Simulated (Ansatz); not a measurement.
Abridged output of a molecular run in Ansatz:

```
Functional definition: HF
767 factors; integrals over basis functions are off by at most 1.1e-3 eV
mean field evaluation 1: about -10033.0055 eV, gradient 2.9e1 eV
mean field evaluation 2: about -10033.0991 eV, gradient 2.9e1 eV
mean field evaluation 4: about -10036.8602 eV, gradient 2.1e0 eV
mean field evaluation 8: about -10036.9450 eV, gradient 2.5e-1 eV
mean field evaluation 16: about -10036.9470 eV, gradient 2.7e-6 eV
mean field -10036.94703398 eV, -368.8510002118 hartree, gradient 2.7e-6 eV, S^2 0.769584; 0 other end points of the search recorded, 0 dependent functions left out
6 core orbitals not correlated: weight in the atoms' cores, before any rotation towards them, 1.000 or more for the frozen orbitals, at most 0.000 for the correlated occupied ones
reference -10036.94703398 eV, -368.8510002118 hartree; 15, 14 occupied and 48, 49 virtual orbitals, 767 factors
second order -12.48580226 eV of doubles, -0.00000000 eV of singles
cycle   1  -12.66618806 eV  change   -1.8e-1 eV  update   9.8e-2
cycle   2  -12.99852829 eV  change   -3.3e-1 eV  update   3.3e-2
cycle   3  -13.11944488 eV  change   -1.2e-1 eV  update   2.2e-2
cycle   4  -13.12296342 eV  change   -3.5e-3 eV  update   7.7e-3
cycle   5  -13.11751157 eV  change    5.5e-3 eV  update   4.1e-3
cycle   6  -13.11824027 eV  change   -7.3e-4 eV  update   2.2e-3
cycle   7  -13.11886526 eV  change   -6.2e-4 eV  update   1.0e-3
cycle   8  -13.11890570 eV  change   -4.0e-5 eV  update   4.8e-4
cycle   9  -13.11900139 eV  change   -9.6e-5 eV  update   2.2e-4
cycle  10  -13.11895538 eV  change    4.6e-5 eV  update   9.7e-5
cycle  11  -13.11894898 eV  change    6.4e-6 eV  update   4.4e-5
cycle  12  -13.11896642 eV  change   -1.7e-5 eV  update   2.0e-5
perturbative correction -0.30565274 eV, -0.0112325311 hartree
Total energy: -10050.37165314 eV, -369.3443458665 hartree
Checks for a lower state left out: cluster_reference
```

Its atoms:

Z-matrix (Å, degrees):
```
N
Sn 1 2.034
H 1 1.013 2 116.2
H 1 1.014 2 112.9 3 -126.0
F 2 1.936 1 98.4 3 164.1
H 2 1.745 1 108.0 3 -87.9
```

Q: Which basis set was used?
A. def2-QZVPP
B. def2-SVPD
C. cc-pV(Q+d)Z
D. def2-SVP

A: D. It gives 69 functions.

Q: Write the keys of the input that set method, charge and spin (a neutral closed shell needs none for the last two).

A: 
```yaml
magnetization: {spin_polarized: true, initial_magnetization: 1}
correlation: {method: ccsd_t}
scf: {omitted_lower_state_checks: [cluster_reference]}
```
